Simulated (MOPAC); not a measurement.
Input file for MOPAC: PM6 on WS, 2S+1 = 3, a spin state set in the input, which need not be the lowest, a point of a bond scan (R = 1.913 Å).

```
PM6 1SCF PRECISE CHARGE=0 UHF MS=1 THREADS=1
SW

W      0.00000000 1     0.00000000 1     0.00000000 1
S      0.00000000 1     0.00000000 1     1.91276100 1
```

Output:

```
*******************************************************************************
 **                                                                           **
 **                              MOPAC v23.2.5                                **
 **                                                                           **
 *******************************************************************************
 ** MOPAC's Digital Object Identifier: https://doi.org/10.5281/zenodo.6511958 **
 **                                                                           **
 ** Please cite the open-source release paper for use of this MOPAC version:  **
 ** J. E. Moussa and J. J. P. Stewart (2026)                                  **
 ** MOPAC: An open-source semiempirical molecular orbital program             **
 ** J. Open Source Softw., 11(119), 8025, https://doi.org/10.21105/joss.08025 **
 *******************************************************************************

                              PM6 CALCULATION RESULTS

 *******************************************************************************
 *  PM6        - The PM6 Hamiltonian to be used
 *  UHF        - UNRESTRICTED HARTREE-FOCK CALCULATION
 *
 *
 *
 *                 CHARGE ON SYSTEM = 0
 *
 *
 *
 *  MS=        - IN MECI, MAGNETIC COMPONENT OF SPIN =  1.0
 *  PRECISE    - TIGHTER CRITERIA TO BE USED
 *  1SCF       - DO 1 SCF AND THEN STOP
 *  THREADS=1  - MULTI-THREADING NOT USED
 *  T=         - A TIME OF 172800.0 SECONDS REQUESTED
 *  DUMP=N     - RESTART FILE WRITTEN EVERY 7200.0 SECONDS REQUESTED
 *******************************************************************************
PM6 1SCF PRECISE CHARGE=0 UHF MS=1 THREADS=1
 SW

   ATOM   CHEMICAL          X               Y               Z
  NUMBER   SYMBOL      (ANGSTROMS)     (ANGSTROMS)     (ANGSTROMS)

     1       W          0.00000000  *   0.00000000  *   0.00000000  *
     2       S          0.00000000  *   0.00000000  *   1.91276100  *



          CARTESIAN COORDINATES

    NO.       ATOM           X           Y           Z

     1         W          0.0000      0.0000      0.0000
     2         S          0.0000      0.0000      1.9128

 General Reference for PM6:
 "Optimization of Parameters for Semiempirical Methods V: Modification of NDDO Approximations
 and Application to 70 Elements", J. J. P. Stewart, J. Mol. Mod., 13, 1173-1213 (2007)
 URL: https://link.springer.com/article/10.1007/s00894-007-0233-4

           Empirical Formula: W S  =     2 atoms



      MOLECULAR POINT GROUP   :   C*v


          UHF CALCULATION, NO. OF ALPHA ELECTRONS =    7
                           NO. OF BETA  ELECTRONS =    5

 -------------------------------------------------------------------------------
 PM6 1SCF PRECISE CHARGE=0 UHF MS=1 THREADS=1
 SW



     1SCF WAS SPECIFIED, SO BFGS WAS NOT USED
     SCF FIELD WAS ACHIEVED


                              PM6 CALCULATION
                                                       MOPAC v23.2.5 Linux




          FINAL HEAT OF FORMATION =        110.00661 KCAL/MOL =     460.26764 KJ/MOL


          COSMO AREA              =        100.22 SQUARE ANGSTROMS
          COSMO VOLUME            =         90.24 CUBIC ANGSTROMS

          IONIZATION POTENTIAL    =          6.031430 EV
          ALPHA SOMO LUMO (EV)    =         -6.664  1.000
          BETA  SOMO LUMO (EV)    =         -6.031  1.875
          NO. OF ALPHA ELECTRONS  =          7
          NO. OF BETA  ELECTRONS  =          5
          MOLECULAR WEIGHT        =        215.9100         POINT GROUP:  C*v

          MOLECULAR DIMENSIONS (Angstroms)

            Atom       Atom       Distance
            S     2    W     1     1.91276
            S     2    W     1     0.00000
            W     1    S     2     0.00000


          SCF CALCULATIONS        =          1





   ATOM   CHEMICAL          X               Y               Z
  NUMBER   SYMBOL      (ANGSTROMS)     (ANGSTROMS)     (ANGSTROMS)

     1       W          0.00000000  *   0.00000000  *   0.00000000  *
     2       S          0.00000000  *   0.00000000  *   1.91276100  *

                             CARTESIAN COORDINATES

   1    W        0.000000000     0.000000000     0.000000000
   2    S        0.000000000     0.000000000     1.912761000


           Empirical Formula: W S  =     2 atoms



      MOLECULAR POINT GROUP   :   C*v


          ALPHA EIGENVALUES
 -24.77563 -10.61402  -9.32152  -9.32152  -6.90440  -6.90440  -6.66409   1.00016
   1.00016   1.83450   1.83450   3.14769   3.14769   3.14808   3.30776   4.44929
   4.44929   6.47737


           BETA EIGENVALUES
 -25.43669  -9.97029  -8.99124  -8.99124  -6.03143   1.87546   1.87546   2.08293
   2.77867   2.77867   3.65266   3.65266   3.65763   4.48953   4.48953   4.92502
   4.92502   6.09561


              NET ATOMIC CHARGES AND DIPOLE CONTRIBUTIONS

  ATOM NO.   TYPE          CHARGE      No. of ELECS.   s-Pop       p-Pop       d-Pop
    1          W          -0.520692        6.5207     1.13153     0.78120     4.60796
    2          S           0.520692        5.4793     1.83679     3.60115     0.04137
 DIPOLE           X         Y         Z       TOTAL
 POINT-CHG.     0.000     0.000     4.784     4.784
 HYBRID         0.000     0.000    -3.545     3.545
 SUM            0.000     0.000     1.239     1.239


          ATOMIC ORBITAL ELECTRON POPULATIONS

     Atom    s        px        py        pz      x^2-y^2     xz        z^2       yz        xy
    1  W   1.13153   0.09671   0.09671   0.58778   0.99018   0.65504   1.31753   0.65504   0.99018
    2  S   1.83679   1.24423   1.24423   1.11268   0.00982   0.00402   0.01369   0.00402   0.00982


                    (SZ)    =    1.000000
                    (S**2)  =    2.896718


          ATOMIC ORBITAL SPIN POPULATIONS

    Atom   Total    s     px     py     pz   x^2-y^2  xz     z^2    yz     xy
         Atomic
    1  W  2.2115  0.144  0.058  0.058 -0.364  0.990  0.093  0.150  0.093  0.990
    2  S -0.2115 -0.002 -0.154 -0.154  0.067  0.010  0.004  0.005  0.004  0.010

 **********************
 *                    *
 * JOB ENDED NORMALLY *
 *                    *
 **********************




 == MOPAC DONE ==
```

The run finished. Its determinant has ⟨S²⟩ = 2.90, a mixture of spin states.

Cost: very roughly 0.020 core-seconds.
